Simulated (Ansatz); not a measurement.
Ideal-gas functions of CH2ClFZn (`[F][Zn][CH2]Cl`) at 600 K and 1 bar, from an Ansatz frequency run at PBE0-D4/def2-TZVP.

Molar mass 133.87 g/mol, point group Cs (symmetry number 1), electronic degeneracy 1, moments of inertia 29.868, 333.249, 359.969 u Å². Harmonic wavenumbers (cm⁻¹, unscaled): 86, 146, 195, 535, 662, 681, 749, 1119, 1157, 1429, 3100, 3164.

Use S(trans) = R[1.5 ln M + 2.5 ln T − 1.1517]; rotational temperatures θ = 24.2544 K / I; S(rot) = R[ln(√π/σ · √(T³/θAθBθC)) + 1.5]; for each mode x = 1.438777 ν̃/T, S = R[x/(eˣ − 1) − ln(1 − e⁻ˣ)] and H = RT x/(eˣ − 1); 1 cm⁻¹ = 0.0119627 kJ/mol; R = 8.31446 J/(mol·K).

**Question.** By hand: the entropy, in J/(mol·K).

**Answer.** Translation 184.5. Rotation: θ = 0.8121, 0.0728, 0.0674 K, giving 120.0. Vibration, mode by mode: 21.46, 17.08, 14.71, 6.79, 5.29, 5.10, 4.48, 2.22, 2.07, 1.23, 0.04, 0.04, in all 80.5. Electronic 0.0. Sum 385.0 J/(mol·K).

**Question.** By hand: H − E and G − E in kJ/mol, counted from the electronic energy.

**Answer.** Zero-point energy ½ × 13023 × 0.0119627 = 77.9; thermal vibration 23.3; translation, rotation and pV give 4 RT = 20.0. H − E = 121.2 kJ/mol, and G − E = 121.2 − 600 × 385.0/1000 = -109.8 kJ/mol.

Vibration gives 21 % of the entropy, 38.5 J/(mol·K) of it from the modes under 150 cm⁻¹: soft modes count most, and the harmonic formula is weakest for them. The sum counts one conformer and one mirror image; others add a mixing term.
